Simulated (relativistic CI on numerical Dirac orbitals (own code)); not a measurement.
## W¹⁰⁺: computed level list

Computed by Dirac-Coulomb-Breit CI, separate exchange-only KLI orbitals for each configuration, QED by a radiative potential, unscaled Slater integrals (own radial code, finite nucleus).

Configuration list (outside the closed core [Kr] 4d10): 4f¹⁴5s²5p², 4f¹³5s²5p³, 4f¹⁴5s5p³, 4f¹⁴5s²5p5d, 4f¹⁴5s5p²5d, 4f¹³5s²5p²5d, 4f¹⁴5s²5p5f, 4f¹⁴5s²5p6s, 4f¹⁴5s²5p5g, 4f¹⁴5p⁴, 4f¹³5p⁵, 4f¹³5p⁴5d, 4f¹⁴5s²5d², 4f¹⁴5s5d³, 4f¹³5s²5d³. Double excitations out of closed p, d and f shells are left out; levels of such configurations are missing from the list, as are those of other unlisted configurations, and high levels can miss mixing partners.

The lowest level is 4f¹⁴5s²5p² ³P0, with 76 % of that term; Hund's rules for 4f¹⁴5s²5p² give ³P with J = 0, in agreement.

```tsv
No.	Configuration	Term	J	E (cm⁻¹)	%	Next component (%)	Lifetime (s)
1	4f¹⁴5s²5p²	³P	0	0	76	22 ¹S	
2	4f¹³5p³(2P°)	³G	5	58197	47	36 ⁵F	
3	4f¹³5p³(2P°)	³D	2	59509	32	22 ¹D	9.11e-01
4	4f¹³5p³(4S°)	³F	3	65074	41	21 ¹F	8.12e-01
5	4f¹³5p³(2P°)	³F	4	70921	45	33 ⁵F	9.91e-02
6	4f¹³5p³(2P°)	³D	1	72207	50	30 ⁵F	1.88e-03
7	4f¹³5p³(2P°)	³G	4	82761	26	21 ³F	4.32e-03
8	4f¹⁴5s²5p²	³P	1	83367	88	5 4f¹³5s²5p³ ³D	1.41e-04
9	4f¹³5p³(2P°)	³F	2	87806	52	28 ⁵F	4.86e-03
10	4f¹³5p³(2P°)	³F	3	90366	34	27 ⁵F	5.97e-03
11	4f¹⁴5s²5p²	¹D	2	97990	49	38 ³P	2.58e-03
12	4f¹³5p³(4S°)	⁵F	5	147471	52	18 ³H	7.62e-05
13	4f¹³5p³(2D°)	³F	4	152924	45	27 ³G	7.69e-05
14	4f¹³5p³(4S°)	³F	2	154772	61	19 ³D	7.22e-05
15	4f¹³5p³(4S°)	³F	3	156761	38	31 ³D	7.50e-05
16	4f¹³5p³(4S°)	⁵F	1	164326	55	25 ³D	7.60e-05
17	4f¹³5p³(2D°)	¹D	2	164694	47	18 4f¹⁴5s²5p² ³P	1.27e-04
18	4f¹³5p³(2D°)	³F	2	165638	43	36 ⁵F	9.00e-05
19	4f¹³5p³(2D°)	³G	3	167809	57	29 ³F	9.50e-05
20	4f¹³5p³(2D°)	³F	4	167850	50	25 ¹G	1.56e-04
21	4f¹³5p³(2D°)	³G	5	168555	67	26 ¹H	2.78e-04
22	4f¹³5p³(2D°)	³H	6	169616	100		2.85e-04
23	4f¹³5p³(2D°)	¹P	1	171549	63	19 ³D	2.86e-04
24	4f¹³5p³(2D°)	³D	3	173318	48	26 ¹F	1.74e-04
25	4f¹³5p³(4S°)	³F	4	173982	48	34 ³H	7.99e-05
26	4f¹³5p³(2D°)	³H	5	186837	53	44 ¹H	3.17e-04
27	4f¹³5p³(2D°)	³F	3	187846	42	40 ¹F	1.21e-04
28	4f¹³5p³(2D°)	³D	2	189230	49	20 ³P	1.97e-04
29	4f¹³5p³(2D°)	¹G	4	189998	53	29 ³G	1.99e-04
30	4f¹³5p³(2D°)	³P	0	192000	90	9 4f¹⁴5s²5p² ¹S	1.29e-04
31	4f¹³5p³(2D°)	³P	1	194443	70	26 ³D	2.09e-04
32	4f¹³5p³(2P°)	³D	3	195132	64	22 ³F	7.66e-05
33	4f¹³5p³(2P°)	³G	4	197025	48	28 ¹G	8.03e-05
34	4f¹⁴5s²5p²	³P	2	201634	37	32 ¹D	6.31e-05
35	4f¹³5p³(2P°)	³G	3	210696	69	17 ¹F	8.16e-05
36	4f¹³5p³(2P°)	³D	2	218794	35	33 ¹D	6.57e-05
37	4f¹⁴5s²5p²	¹S	0	224996	67	22 ³P	3.33e-05
38	4f¹³5p³(2P°)	³F	4	274216	56	18 ¹G	2.69e-05
39	4f¹³5p³(2P°)	¹F	3	276794	45	27 ³F	2.67e-05
40	4f¹³5p³(2P°)	³G	5	281197	64	13 ³H	2.59e-05
41	4f¹³5p³(2P°)	³F	3	287085	42	20 ³G	2.65e-05
42	4f¹³5p³(2P°)	³F	2	294136	56	30 ¹D	2.54e-05
43	4f¹³5p³(2P°)	³D	2	297064	42	24 ¹D	2.51e-05
44	4f¹³5p³(2P°)	¹G	4	301859	37	27 ³G	2.54e-05
45	4f¹³5p³(2P°)	³D	1	305124	74	11 ⁵F	2.56e-05
```

Energies count from the lowest computed level; lifetimes are radiative, by E1, M1, E2, M2, E3 decay to levels of this space only; some are left blank where a channel outside the calculation adds to the decay or the decay crosses a small, uncertain gap. Percentages are summed over parent terms; the parents shown are those of the largest component, closed shells are left out there.

The mean weight of the leading LS term, summed over parents, in these 45 levels is 54 %, and that of the leading jj configuration (from the same eigenvectors) 86 %, so jj coupling describes them better and the LS labels are nominal.

At this charge transitions that keep the count of f electrons are usually good to a few per cent. Levels and lines within the n = 5 or 6 shells can be off by up to 10 % or somewhat more, and those that change n by about 2 %, since core polarisation is missing. Levels that differ in their count of f electrons can be misplaced by several ten thousand cm⁻¹, since the correlation energy of f electrons is missing or only estimated; rates across such gaps can be off by orders of magnitude.

LS names give the leading component of a level, which can be under half, so a name can repeat, a term be missing and a line seem to break the LS rules.
